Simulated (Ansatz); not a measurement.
Pb2S5⁻. Total charge -1; doublet. Geometry PBE-D4/def2-SVPD.

```csv
atom,x (Å),y (Å),z (Å)
Pb1,-1.522,0.203,-1.534
Pb2,1.791,1.076,0.585
S3,-0.050,-2.038,-1.044
S4,0.403,1.915,-1.420
S5,-1.984,-0.008,1.144
S6,1.649,-1.590,0.040
S7,-0.287,0.443,2.230
```

In the def2 sets Pb takes a core potential; there is no spin–orbit coupling. The structure comes from a short search, and lower isomers may exist.

(1) Estimate the α-spin orbital energies around the gap (eV) in Ansatz with LDA (SPW92)/def2-SVP, PBE-D4/def2-SVPD, r2SCAN-D4/def2-SVP, PBE0-D4/def2-SVP, PBE0-D4/def2-SVPD.

## Answers

(1) 
```json
{"orbital": "HOMO−5", "LDA (SPW92)/def2-SVP": "-2.37", "PBE-D4/def2-SVPD": "-2.64", "r2SCAN-D4/def2-SVP": "-2.53", "PBE0-D4/def2-SVP": "-3.29", "PBE0-D4/def2-SVPD": "-3.65"}
{"orbital": "HOMO−4", "LDA (SPW92)/def2-SVP": "-1.86", "PBE-D4/def2-SVPD": "-2.12", "r2SCAN-D4/def2-SVP": "-1.99", "PBE0-D4/def2-SVP": "-2.77", "PBE0-D4/def2-SVPD": "-3.11"}
{"orbital": "HOMO−3", "LDA (SPW92)/def2-SVP": "-1.75", "PBE-D4/def2-SVPD": "-2.04", "r2SCAN-D4/def2-SVP": "-1.92", "PBE0-D4/def2-SVP": "-2.74", "PBE0-D4/def2-SVPD": "-3.10"}
{"orbital": "HOMO−2", "LDA (SPW92)/def2-SVP": "-1.61", "PBE-D4/def2-SVPD": "-1.91", "r2SCAN-D4/def2-SVP": "-1.80", "PBE0-D4/def2-SVP": "-2.59", "PBE0-D4/def2-SVPD": "-2.95"}
{"orbital": "HOMO−1", "LDA (SPW92)/def2-SVP": "-1.00", "PBE-D4/def2-SVPD": "-1.36", "r2SCAN-D4/def2-SVP": "-1.20", "PBE0-D4/def2-SVP": "-1.94", "PBE0-D4/def2-SVPD": "-2.32"}
{"orbital": "HOMO", "LDA (SPW92)/def2-SVP": "-0.49", "PBE-D4/def2-SVPD": "-0.90", "r2SCAN-D4/def2-SVP": "-0.77", "PBE0-D4/def2-SVP": "-1.65", "PBE0-D4/def2-SVPD": "-2.04"}
{"orbital": "LUMO", "LDA (SPW92)/def2-SVP": "1.62", "PBE-D4/def2-SVPD": "1.26", "r2SCAN-D4/def2-SVP": "1.89", "PBE0-D4/def2-SVP": "2.47", "PBE0-D4/def2-SVPD": "1.94"}
{"orbital": "LUMO+1", "LDA (SPW92)/def2-SVP": "1.89", "PBE-D4/def2-SVPD": "1.46", "r2SCAN-D4/def2-SVP": "2.19", "PBE0-D4/def2-SVP": "2.75", "PBE0-D4/def2-SVPD": "2.20"}
{"orbital": "LUMO+2", "LDA (SPW92)/def2-SVP": "1.91", "PBE-D4/def2-SVPD": "1.58", "r2SCAN-D4/def2-SVP": "2.29", "PBE0-D4/def2-SVP": "2.91", "PBE0-D4/def2-SVPD": "2.21"}
{"orbital": "LUMO+3", "LDA (SPW92)/def2-SVP": "2.09", "PBE-D4/def2-SVPD": "1.79", "r2SCAN-D4/def2-SVP": "2.43", "PBE0-D4/def2-SVP": "2.92", "PBE0-D4/def2-SVPD": "2.42"}
{"orbital": "LUMO+4", "LDA (SPW92)/def2-SVP": "2.45", "PBE-D4/def2-SVPD": "1.95", "r2SCAN-D4/def2-SVP": "2.84", "PBE0-D4/def2-SVP": "3.33", "PBE0-D4/def2-SVPD": "2.54"}
{"orbital": "LUMO+5", "LDA (SPW92)/def2-SVP": "2.53", "PBE-D4/def2-SVPD": "2.01", "r2SCAN-D4/def2-SVP": "2.91", "PBE0-D4/def2-SVP": "3.34", "PBE0-D4/def2-SVPD": "2.57"}
{"orbital": "β HOMO", "LDA (SPW92)/def2-SVP": "-0.78", "PBE-D4/def2-SVPD": "-1.12", "r2SCAN-D4/def2-SVP": "-0.84", "PBE0-D4/def2-SVP": "-1.46", "PBE0-D4/def2-SVPD": "-1.87"}
{"orbital": "β LUMO", "LDA (SPW92)/def2-SVP": "-0.09", "PBE-D4/def2-SVPD": "-0.41", "r2SCAN-D4/def2-SVP": "-0.05", "PBE0-D4/def2-SVP": "0.48", "PBE0-D4/def2-SVPD": "0.06"}
```
